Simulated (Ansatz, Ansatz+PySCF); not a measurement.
```xyz
2

Be    0.0000    0.0000    0.0000
S     0.6064    0.8085    1.7505
```

Basis set: STO-3G (spherical functions). Frozen core: 5 orbitals. Charge 0, multiplicity 1.

Computed with Ansatz (development build ahead of 0.2.0); the reference of a correlated method needn't be the lowest determinant of its kind. Restricted open shells among the atoms or ions are ROHF, correlated in semicanonical orbitals with singles.

The atomization energy at this shape (free ground-state atoms in the same class of orbitals less the molecule, no zero-point energy) of singlet BeS:

```tsv
method	atomization energy
RHF-CCSD(T)	219.3 kJ/mol
```

(1) What does RHF-CCSD give?

Answers

(1) 182.5 kJ/mol. Caution: an unrestricted determinant lies well below; large amplitudes, a single reference is doubtful; the reference determinant was not shown to be the lowest.

This basis has no polarisation functions and is too small for such energies, which can lie far from measured ones in either direction.
